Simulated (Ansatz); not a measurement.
Species: Ge₂H₆, charge 1, doublet. Ge2H6+ (parent SMILES [GeH3][GeH3], doublet).
B3LYP-D3(BJ)/def2-TZVP minimum from Ansatz (an electronic-structure program):
```xyz
8

Ge    -1.4244     0.1368    -0.0337
Ge     1.4244    -0.1368     0.0337
H     -1.6966    -0.9238    -1.0957
H     -1.4692     1.6047    -0.4462
H     -1.6882    -0.2147     1.4270
H      1.4692    -1.6047     0.4462
H      1.6966     0.9238     1.0957
H      1.6882     0.2147    -1.4270
```
Charge +1, spin multiplicity 2.

Total energies in cc-pVDZ, 13 correlated electrons, 28 frozen orbitals. UHF or UKS for unpaired electrons; spin-orbit terms are left out. Cores are frozen in correlated methods (noble-gas shells, and filled d and f shells in the p block). No relativity. The spin of H6Ge2+ (parent SMILES [GeH3][GeH3], doublet) was assumed, and the state is the lowest solution found for it.

| method | program | energy (Eh) | minus CCSDT(Q) (mEh) |
|---|---|---|---|
| HF | Ansatz | -4153.84172 | 234.36 |
| MP2 | Ansatz | -4154.02142 | 54.66 |
| CCSD | Ansatz | -4154.07031 | 5.78 |
| CCSD(T) | Ansatz | -4154.07480 | 1.28 |
| CCSDT(Q) | Ansatz | -4154.07608 | 0.00 |

Rough core times of Ansatz's runs on a shared machine: CCSD(T) under 20 s, CCSDT(Q) 4 min.
